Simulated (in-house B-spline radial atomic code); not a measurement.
Settings and results of a run for Zn V (Zn4+) (an excited or competing configuration). Level of theory: scalar-relativistic (X2C) wB97X, spin-polarised, spherical fractional occupations, exact exchange averaged over the configuration, Fermi nucleus of rms radius 3.9283 fm; calculated with a B-spline radial code for spherical atoms.

Command:
```bash
python run_scf.py task.json out
```
Settings (nuclear radius in fm, mass in u):
```
Z                30
configuration    [Ne] 3s2 3p5 3d8 4p1
hamiltonian      x2c
method           wb97x
spin_polarised   True
nucleus          fermi
rms_radius       3.9283
atomic_mass      63.92914
speed_of_light   137.035999084
exact_exchange   averaged over the configuration
```

Output (hartree, bohr):
```
 radial grid: 69 intervals, B-splines of order 8, outer radius 22.1277 bohr

 iter        energy (Eh)    residual
    1       -1767.700324    7.93e-01
    2       -1778.112174    7.48e-01
    3       -1786.692815    1.55e-01
    4       -1787.187308    3.48e-02
    5       -1787.200319    1.86e-02
    6       -1787.205882    3.37e-03
    7       -1787.206136    2.27e-04
    8       -1787.206137    2.56e-05
    9       -1787.206137    2.96e-06
   10       -1787.206137    6.32e-07
   11       -1787.206137    2.57e-07

 total energy                     -1787.20614
 kinetic                            1820.5020
 electron-nucleus                  -4238.2570
 Hartree                             699.3089
 exact exchange                      -13.6115
 exchange-correlation                -55.1486

 orbital      occ     eigenvalue          <r>       <r^2>       <1/r>       r_max
 1s up      1.000      -354.3107    0.0499356  0.00336725     30.7674     0.03249
 1s down    1.000      -354.2816    0.0499319  0.00336672     30.7692     0.03249
 2s up      1.000       -46.2420     0.225751   0.0601998     6.67899      0.1891
 2s down    1.000       -46.1582      0.22546   0.0600244      6.6863       0.189
 2p up      3.000       -40.4958     0.198107   0.0481423     6.47104       0.152
 2p down    3.000       -40.4095     0.197902   0.0480236     6.47523       0.152
 3s up      1.000        -8.0106     0.664128     0.50717     2.15591      0.5833
 3s down    1.000        -7.7859     0.667556    0.512596     2.14084      0.5842
 3p up      3.000        -6.2637     0.684868    0.548886     2.00727      0.5848
 3p down    2.000        -6.0585     0.689837    0.557196     1.99135      0.5864
 3d up      5.000        -3.4059     0.733754    0.664158     1.72776      0.5408
 3d down    3.000        -3.2288     0.744595    0.684893     1.70843      0.5448
 4p up      1.000        -1.7243      2.00315     4.53138     0.65703       1.799
```

Run time, properties included: 0.81 s on 1 thread of AMD EPYC 7R43 64-Core Processor (shared host).

One-electron X2C: radii and densities carry no picture-change correction, so inner-shell <1/r> comes out high (for 1s by about 2 % at Z = 33, 5 % at 54, 10 % at 75, 30 % at 118) and <r> low.
